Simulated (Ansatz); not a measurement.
Gas-phase electronic energies from Ansatz, PBE0-D4/def2-TZVP geometries. CBS: MP2 limit from def2 TZ/QZ plus the TZ coupled-cluster correction, frozen cores. This one scheme is used for every species, atoms too. For atomizations the MP2-based limit and the directly extrapolated one differ by several kJ/mol either way, and by 10 to 25 for some Ge, Se and Sn compounds, so smaller differences from it don't rank the levels. Functionals use def2-TZVPP. HSE06 is defined as in plane-wave codes. Open shells (•) are unrestricted, without spin–orbit coupling. Spin–orbit coupling would lower the free atoms: a little for C, S. Bonds to Zn are less sure, by a few kJ/mol each and by 10 to 20 or more in all where they break to atoms, as the def2 sets lack core-valence functions. Scalar relativity is left out up to krypton.

`[CH3][Zn][S]`• → C• + 3 H• + S• + Zn (atom)  (atomization)

| level | ΔE (kJ/mol) |
| --- | --- |
| PBE0-D4 | 1714.1 |
| HSE06 | 1708.3 |
| BHLYP | 1645.1 |
| HF/CBS(def2) | 1267.7 |

Q: What does CCSD(T)/CBS give? (An estimate is asked.)

A: Ansatz gave: +1699.4 kJ/mol. The listed levels differ from it by 14.7, 8.9, -54.3, -431.7 kJ/mol.

Largest T1 diagnostic among the species: 0.017.

At CCSD(T), def2-SVP lies −110.5 kJ/mol from the extrapolated value and def2-TZVPP −45.1 kJ/mol: correlation converges slowly with the basis, and small sets miss more of it in the bonded molecule than in its fragments. The D4 term adds +14.2 kJ/mol with B3LYP and +7.4 kJ/mol with PBE0; it sums over pairs of atoms, weighted by their polarisabilities, and B3LYP, whose exchange is more repulsive, gets the larger term. From r2SCAN to r2SCAN0 (25 % exact exchange), in def2-TZVPP and without D4, ΔE moves by −20.8 kJ/mol: exact exchange takes away binding that semilocal exchange gives to molecules.

B3LYP here is the variant with VWN-RPA as its local correlation; programs differ in this.
